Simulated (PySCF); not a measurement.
**Electronic structure of Ca⁺ (calcium, charge +1) at the UHF level**

Configuration: [Ar] 4s1, 2S determinant. Computed with PySCF 2.14 in aug-cc-pVDZ-X2C (6s5p3d, 36 functions), with the spin-free X2C one-electron Hamiltonian (Gaussian nucleus).

```
Total energy                        : -679.440087 hartree
One-electron energy                 : -925.4331 hartree
Hartree (Coulomb) energy            : 281.3337 hartree
Exchange energy                     : -35.3407 hartree
⟨S²⟩                                : 0.7502
⟨L²⟩                                : 0.000
Sum of ⟨r⟩                          : 16.51 bohr
Sum of ⟨r²⟩                         : 31.29 bohr²
Langevin diamagnetic susceptibility : -24.8 ×10⁻⁶ cm³/mol
Time after the integrals            : 0.09 s of wall time on 1 thread of Intel(R) Xeon(R) Platinum 8375C CPU @ 2.90GHz (shared host)
```

```
shell  electrons  mean orbital energy (hartree)  rms radius, mean of both spins (bohr)
 1s α          1                     -150.36860                                 0.0888
 1s β          1                     -150.36637                                 0.0888
 2s α          1                      -17.21742                                  0.393
 2s β          1                      -17.21354                                  0.393
 2p α          3                      -13.89075                                  0.362
 2p β          3                      -13.88946                                  0.362
 3s α          1                       -2.51173                                   1.24
 3s β          1                       -2.50146                                   1.24
 3p α          3                       -1.58709                                   1.38
 3p β          3                       -1.58275                                   1.38
 4s α          1                       -0.41770                                   3.97
```

Densities and radii are taken from the X2C orbitals without a picture-change correction, which distorts them close to the nucleus.
